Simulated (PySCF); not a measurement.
Consider 2-fluorotoluene, `Cc1ccccc1F` (C7H7F). Atom numbers as in the mapped SMILES `[CH3:1][c:2]1[cH:3][cH:4][cH:5][cH:6][c:7]1[F:8]`. These are map numbers, not IUPAC locants.

Energies: ωB97X-D3(BJ)/ma-def2-TZVP (PySCF, density fitting, integration grid level 2) on PBE0-D3(BJ)/def2-SVP structures. ωB97X-D3(BJ) is ωB97X-V with D3(BJ) in place of VV10. Zero-point and thermal terms (298.15 K, 1 bar) come from unscaled PBE0-D3(BJ)/def2-SVP harmonic frequencies, with soft modes damped to free rotors in the entropy.

Q: What are the vertical and the adiabatic ionisation energy for forming the radical cation?

A: 8.96 eV vertical and 8.74 eV adiabatic, the latter with zero-point energy.

Q: Where does the unpaired spin of the relaxed radical cation sit?

A: C4 (aromatic carbon) 0.32, C7 (aromatic carbon) 0.32, C2 (aromatic carbon) 0.27, C5 (aromatic carbon) 0.17 (intrinsic atomic orbital populations).

Q: What oxidation potential follows in DMF (IEF-PCM), given that Fc+/Fc comes at 4.54 V absolute with this functional and basis?

A: In the gas phase ΔG of oxidation is 8.717 eV, and solvation is -12.9 kJ/mol for the parent and -218.8 kJ/mol for the product, so the absolute potential is 6.58 V, or 2.04 V against Fc+/Fc. Fc+/Fc in DMF, 4.54 V, is ωB97X-D3(BJ)/ma-def2-TZVP on PBE0-D3(BJ)/def2-SVP structures with GFN2-xTB thermal terms. Benchmark calculations put it near 5.0 V in acetonitrile and DMSO, so it is about 0.5 V low, and the value against it can read up to that much too high. The solvent is electrostatics only, on gas-phase structures; the absolute scale refers to an electron at rest in vacuum.

Q: How far is −ε(HOMO) from the vertical value by ΔSCF?

A: −ε(HOMO) = 9.19 eV, which is 0.23 eV above the ΔSCF value.
